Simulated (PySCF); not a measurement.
Below is a simulated gas-phase C 1s photoelectron spectrum of 5-ethynylcyclopentadiene (`C#CC1C=CC=C1`).

Every computed line was given a Gaussian of 0.6 eV full width at half maximum and an area set by the number of equivalent atoms; the highest printed point is 100. Computed with PySCF, delta-SCF UKS SCAN, pcX-2 on the ionised atom, pcseg-1 elsewhere, spin-free X2C.

(binding energy (eV), intensity): (289.2, 0), (289.3, 1), (289.4, 2), (289.5, 5), (289.6, 11), (289.7, 23), (289.8, 39), (289.9, 59), (290.0, 78), (290.1, 92), (290.2, 99), (290.3, 100), (290.4, 96), (290.5, 89), (290.6, 77), (290.7, 62), (290.8, 45), (290.9, 29), (291.0, 17), (291.1, 9), (291.2, 6), (291.3, 7), (291.4, 10), (291.5, 15), (291.6, 21), (291.7, 24), (291.8, 24), (291.9, 21), (292.0, 15), (292.1, 9), (292.2, 5), (292.3, 2), (292.4, 1), (292.5, 0), (292.6, 0)

Task: How many maxima does the curve show, and how many computed lines lie under it?

Result: The curve has 2 maxima (at 290.3 and 291.7 eV). Under it lie 5 lines from 5 inequivalent carbon sites. At this width some lines have no maximum of their own.

Task: Decompose the envelope and assign each component. Numbering: `[CH:1]#[C:2][CH:3]1[CH:4]=[CH:5][CH:6]=[CH:7]1`.

Result: 
| position (eV) | relative area | line | atoms | environment |
| --- | --- | --- | --- | --- |
| 290.08 | 1 | C 1s | C1 | terminal alkyne carbon |
| 290.10 | 2 | C 1s | C4/C7 | alkene CH carbon |
| 290.48 | 2 | C 1s | C5/C6 | alkene CH carbon |
| 290.67 | 1 | C 1s | C2 | alkyne carbon |
| 291.75 | 1 | C 1s | C3 | allylic carbon |

Lowest listed C 1s: C1, bonded to C (triple bond) and H. Highest, 1.67 eV above it: C3, bonded to 3 C and H. The widest gap between neighbouring values is 1.08 eV, between 290.67 and 291.75 eV. The values 290.08 and 290.10 eV lie too close for their order to be trusted.

The curve has no shake-up lines and no vibrational structure. Atoms equivalent by their bonding share one computed value, that of the first of them. Spin contamination (⟨S²⟩ against 0.75 for a pure doublet) is marked for C 1s of C2 (0.87) and C 1s of C5/C6 (0.87), which makes these values less certain. Isolated species at its PBE0-D3(BJ)/def2-SVP geometry, gas phase.

The run took 41 s of wall time on Arm Neoverse V2, one thread, on a shared host, and the process peaked at 0.58 GiB of memory.
